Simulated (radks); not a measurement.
Radial electron density D(r) = 4 pi r^2 rho(r) of an atom or ion with 12 electrons. All-electron calculation, non-relativistic Kohn-Sham, r2SCAN, spin-polarised, spherical densities, point nucleus; meta-GGA in the generalised Kohn-Sham scheme. Program: a radial shooting solver on a logarithmic mesh with Libxc functionals.

| r (bohr) | D(r) (e/bohr) |
|---|---|
| 0.008897 | 0.8798 |
| 0.01003 | 1.088 |
| 0.0114 | 1.361 |
| 0.01285 | 1.670 |
| 0.01461 | 2.069 |
| 0.01647 | 2.516 |
| 0.01872 | 3.079 |
| 0.02128 | 3.742 |
| 0.02399 | 4.458 |
| 0.02727 | 5.326 |
| 0.03074 | 6.232 |
| 0.03494 | 7.285 |
| 0.03971 | 8.401 |
| 0.04478 | 9.472 |
| 0.05089 | 10.59 |
| 0.05738 | 11.55 |
| 0.06522 | 12.42 |
| 0.07412 | 13.03 |
| 0.08357 | 13.32 |
| 0.09498 | 13.25 |
| 0.1071 | 12.84 |
| 0.1217 | 12.04 |
| 0.1372 | 11.04 |
| 0.156 | 9.857 |
| 0.1773 | 8.727 |
| 0.1999 | 7.902 |
| 0.2272 | 7.433 |
| 0.2561 | 7.459 |
| 0.2911 | 7.965 |
| 0.3309 | 8.837 |
| 0.3731 | 9.778 |
| 0.424 | 10.64 |
| 0.478 | 11.08 |
| 0.5433 | 10.99 |
| 0.6126 | 10.33 |
| 0.6963 | 9.084 |
| 0.7913 | 7.460 |
| 0.8922 | 5.812 |
| 1.014 | 4.152 |
| 1.143 | 2.850 |
| 1.299 | 1.824 |
| 1.477 | 1.180 |
| 1.665 | 0.8671 |
| 1.893 | 0.7434 |
| 2.134 | 0.7291 |
| 2.425 | 0.7364 |
| 2.756 | 0.7123 |
| 3.108 | 0.6440 |
| 3.532 | 0.5288 |
| 3.983 | 0.4002 |
| 4.527 | 0.2664 |
| 5.104 | 0.1625 |
| 5.801 | 0.08409 |
| 6.593 | 0.03746 |
| 7.433 | 0.01514 |
| 8.448 | 0.004856 |
| 9.525 | 0.001407 |
| 10.83 | 0.0003076 |

What is the nuclear charge?

Answer. Z = 12. The innermost maximum, from 1s, lies near 1/Z = 0.0833 bohr (found: 0.0870), and its height grows with Z. The density is that of neutral magnesium in [Ne] 3s2; the configuration itself is not fixed sharply by these data, and Z only to about a unit. D(r) has 3 maxima, at r = 0.0870, 0.502, 2.41 bohr, and minima at 0.240, 2.07 bohr, inside which lie 2.21, 10.33 electrons.
